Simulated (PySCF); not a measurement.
**Xenon: a sound run and one with changed settings**

Sound run: Xe⁺ [Kr] 4d10 5s2 5p5, Xe²⁺ [Kr] 4d10 5s2 5p4. Computed with PySCF 2.14 in cc-pVDZ-PP with ECP28MDF (4s3p2d, 23 functions), with scalar relativity through the core potential. The sound run starts from symmetry-adapted Hartree-Fock orbitals and uses a fine grid where one is needed.

Changed run: 6 angular points. This setting is unsound on purpose.

```tsv
species	method	sound run (hartree)	changed run (hartree)	converged
Xe⁺	UHF	-327.86494	-327.86494	yes
Xe⁺	BP86	-329.02971	-329.37072	yes
Xe⁺	LDA	-328.44131	-328.76308	yes
Xe²⁺	UHF	-327.12446	-327.12446	yes
Xe²⁺	BP86	-328.24803	-328.58478	yes
Xe²⁺	LDA	-327.65423	-327.97197	yes
```

Ionisation energy of Xe⁺:

```tsv
method	sound run (eV)	changed run (eV)
UHF	20.150	20.150
BP86	21.271	21.387
LDA	21.418	21.527
```

A coarse angular grid integrates products of high-l functions wrongly, so density functionals can shift, and the SCF can exploit the error; Hartree-Fock and MP2 need no grid.

For comparison, NIST gives 20.975 eV between the lowest levels.
